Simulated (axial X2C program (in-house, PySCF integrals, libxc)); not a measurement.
# Worked dissociation energy of ReH⁺: CCSD, scalar-relativistic

Calculated with an in-house relativistic program for diatomic molecules. Spin-free means the one-electron spin-free X2C Hamiltonian. Basis: Re dyall-cv3z [13s14p9d7f4g], H dyall-v3z [6s2p1d] (cores contracted in-house); Gaussian nuclei, density fitting, unrestricted open shells. Masses: Re 186.956 u, H 1.008 u.

Molecular state: M_S = 5/2, Λ = 0 (beyond evenly filled blocks: σα, π+α, π-α, δ+α, δ-α).

Correlated methods: 7 electrons correlated (number of frozen shells: Re 5 s, 4 p, 2 d, 1 f; H none), 247 virtual spin orbitals or spinors in MP2, 73 natural virtuals in coupled cluster.

```
E(Re+) (2M_S = 6, M_L = 0) : -16688.291385 hartree
E(H) (2M_S = 1, M_L = 0)   : -0.500004 hartree
E(ReH⁺) at Re              : -16688.877091 hartree
ωe                         : 2098.2 cm⁻¹
ωexe                       : 46.2 cm⁻¹
```

(1) Work out De and D0.

The state is one determinant whose occupation by symmetry is held fixed; it was picked as the lowest of a PBE0 search that is not exhaustive. De is counted from the lowest determinant-based energies of the atoms at the same level, without counterpoise correction. CCSD ran in a truncated set of natural virtual spinors with an MP2 remainder; without triples it tends to underbind. The determinant is spin-polarised beyond a pure state at some levels (its spin-free form has ⟨S²⟩ too high), which makes Re and μ there less reliable.

Each atomic determinant is the lowest at this level and need not be a pure term. Totals compare only within one Hamiltonian and basis.

Answers

(1) De = -16688.291385 + (-0.500004) − (-16688.877091) = 0.08570 hartree = 2.332 eV. The zero-point energy is ωe/2 − ωexe/4 = 1038 cm⁻¹ = 0.129 eV, so D0 = 2.203 eV.
